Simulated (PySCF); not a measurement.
Cost against size for one kind of job: GIAO PBE0/pcSseg-1 NMR shielding, non-relativistic, gas phase in PySCF; work: shieldings, ring-centre shieldings, charges and field gradients. Hardware: an Arm Neoverse N1 with one thread, no GPU (shared host). Other jobs ran on the host; a repeat could differ by tens of per cent or more. Peak memory is the resident size of the whole Python process, interpreter and libraries included.

```json
{"species (SMILES)": "C1=C(C2CC2)S[SiH2]1", "atoms": "15", "electrons": "68", "basis functions": "173", "SCF cycles": "13", "wall time": "42 s", "peak memory": "0.73 GiB"}
{"species (SMILES)": "C#C[C@@H]1CN1BC=C", "atoms": "16", "electrons": "56", "basis functions": "176", "SCF cycles": "14", "wall time": "?", "peak memory": "?"}
{"species (SMILES)": "C=C1CO[SiH2][C@H]1C", "atoms": "17", "electrons": "62", "basis functions": "176", "SCF cycles": "13", "wall time": "46 s", "peak memory": "0.81 GiB"}
{"species (SMILES)": "CO/C=C/[C@@H]1C[SiH2]1", "atoms": "17", "electrons": "62", "basis functions": "176", "SCF cycles": "14", "wall time": "43 s", "peak memory": "1.1 GiB"}
{"species (SMILES)": "F[C@@H]1C[Si@@H](F)CC1=S", "atoms": "14", "electrons": "78", "basis functions": "180", "SCF cycles": "14", "wall time": "57 s", "peak memory": "0.86 GiB"}
```

**Question.** Estimate the withheld figures.

**Answer.** `C#C[C@@H]1CN1BC=C`: 41 s, 0.79 GiB.

**Question.** Which species took longest, and how many times the shortest run?

**Answer.** `F[C@@H]1C[Si@@H](F)CC1=S`, at 57 s: about 1.4 times the shortest (41 s).
